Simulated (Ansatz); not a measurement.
`[OH][Hf]([OH])([I])[I]` at its PBE0-D4/def2-TZVP geometry, where that method's forces vanish. Charge 0, multiplicity 1. Hf, I takes the def2 core potential.

```csv
atom,x (Å),y (Å),z (Å)
O1,0.2136,-1.6960,0.0774
Hf2,-0.1697,0.1431,0.2837
O3,0.4578,1.1306,-1.2005
I4,-2.8735,0.4610,0.4704
I5,1.0769,1.0529,2.5342
H6,0.4716,-2.5809,-0.1617
H7,0.8232,1.4893,-2.0034
```

For each bond, give half the difference of the two atoms' forces along it (eV/Å; positive pushes the atoms apart) under PBE-D4, r2SCAN-D4, B3LYP-D4, ωB97M-V in def2-TZVPP. (Best estimate.)

Computed: 
```json
{"bond": "O1–Hf2", "length (Å)": "1.890", "PBE-D4": "0.02", "r2SCAN-D4": "0.09", "B3LYP-D4": "0.16", "ωB97M-V": "0.08"}
{"bond": "O1–H6", "length (Å)": "0.952", "PBE-D4": "0.29", "r2SCAN-D4": "-0.04", "B3LYP-D4": "-0.11", "ωB97M-V": "-0.07"}
{"bond": "Hf2–O3", "length (Å)": "1.890", "PBE-D4": "0.02", "r2SCAN-D4": "0.09", "B3LYP-D4": "0.16", "ωB97M-V": "0.08"}
{"bond": "Hf2–I4", "length (Å)": "2.729", "PBE-D4": "-0.01", "r2SCAN-D4": "0.01", "B3LYP-D4": "0.07", "ωB97M-V": "-0.01"}
{"bond": "Hf2–I5", "length (Å)": "2.729", "PBE-D4": "-0.01", "r2SCAN-D4": "0.01", "B3LYP-D4": "0.07", "ωB97M-V": "-0.01"}
{"bond": "O3–H7", "length (Å)": "0.952", "PBE-D4": "0.29", "r2SCAN-D4": "-0.04", "B3LYP-D4": "-0.11", "ωB97M-V": "-0.07"}
```

B3LYP here is the variant with VWN-RPA as its local correlation; programs differ in this.
